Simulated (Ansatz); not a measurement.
Input for Ansatz (a program for electronic structure): U-B3LYP/aug-cc-pVTZ on BeF2 (SMILES [F][Be][F]), a point of a bond scan (R = 3.177 Å).

Ansatz 0.2 input:
```yaml
crystal:
  periodic: [false, false, false]
  atoms:
    - {symbol: Be, position_ang: [0.00000000, 0.00000000, 0.00000000]}
    - {symbol: F, position_ang: [-0.00000000, -0.00000000, -3.17668615]}
    - {symbol: F, position_ang: [0.00000000, 0.00000000, 1.38116789]}
basis:
  gaussian:
    orbitals: aug-cc-pVTZ
hamiltonian:
  xc: {name: B3LYP}
magnetization: {spin_polarized: true, initial_magnetization: 0}
```

Output:

```
WARN ansatz: RAYON_NUM_THREADS=1 ignored (pool sized by the plan → 1); use --threads N
Functional definition: B3LYP
integrals: 0.03 GiB planned
598 factors; their error is unknown
mean field: 0.44 GiB planned
mean field evaluation 1: about -5827.6613 eV, gradient 4.7e1 eV
mean field evaluation 2: about -5487.1078 eV, gradient 1.4e2 eV
mean field evaluation 4: about -5831.7257 eV, gradient 2.8e1 eV
mean field evaluation 8: about -5831.7253 eV, gradient 2.8e1 eV
mean field evaluation 16: about -5835.8585 eV, gradient 1.6e-5 eV
mean field evaluation 32: about -5834.8280 eV, gradient 2.9e-1 eV
mean field evaluation 64: about -5835.3031 eV, gradient 1.0e1 eV
mean field -5836.07062103 eV, -214.4716394922 hartree, gradient 7.1e-6 eV, S^2 0.443784; 5 other end points of the search recorded, 0 dependent functions left out
reference -5836.07087039 eV, -214.4716486559 hartree; 11, 11 occupied and 127, 127 virtual orbitals, 598 factors
Total energy: -5836.07087039 eV, -214.4716486559 hartree
```

The run converged. Its determinant has ⟨S²⟩ = 0.44, a mixture of spin states.

Cost: about 10 core-seconds (a rough figure).
